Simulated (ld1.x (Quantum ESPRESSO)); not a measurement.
## u(r) = r·R(r): atom against pseudo-atom (Re)

Columns: radius, all-electron u(r) and pseudo u(r) of the 5d shell (level -5.37 eV) of rhenium in the configuration [Xe] 4f14 5d5 6s2 6p0; PBE, scalar-relativistic, TM semilocal scheme, ld1.x (Quantum ESPRESSO) 7.5.

```tsv
r (bohr)	all-electron	pseudo
0.192	0.0544	0.0100
0.385	-0.3482	0.0739
0.578	-0.0800	0.2145
0.770	0.3019	0.4065
0.962	0.5730	0.5928
1.155	0.7187	0.7200
1.348	0.7715	0.7715
1.540	0.7671	0.7671
1.732	0.7310	0.7310
1.925	0.6790	0.6790
2.118	0.6211	0.6211
2.310	0.5628	0.5628
2.502	0.5065	0.5065
2.695	0.4535	0.4535
2.888	0.4046	0.4046
3.080	0.3602	0.3602
3.272	0.3200	0.3200
3.465	0.2837	0.2837
3.658	0.2511	0.2511
3.850	0.2222	0.2222
4.043	0.1964	0.1964
4.235	0.1735	0.1735
4.428	0.1533	0.1533
4.620	0.1354	0.1354
4.812	0.1196	0.1196
5.005	0.1056	0.1056
```

Task: How many radial nodes do the two functions have?

Result: The all-electron 5d function has n − l − 1 = 2; the pseudo-wave has 0, since the states of the same l below it are removed with the core.

Task: At about which radius was the pseudo-wave matched?

Result: 1.45 bohr, where the columns begin to agree (steps of 0.19 bohr).

Task: Is the pseudo-wave norm-conserving?

Result: Yes: the TM semilocal scheme keeps the norm inside the radius equal to the all-electron one, which fixes the energy derivative of the logarithmic derivative at the level.
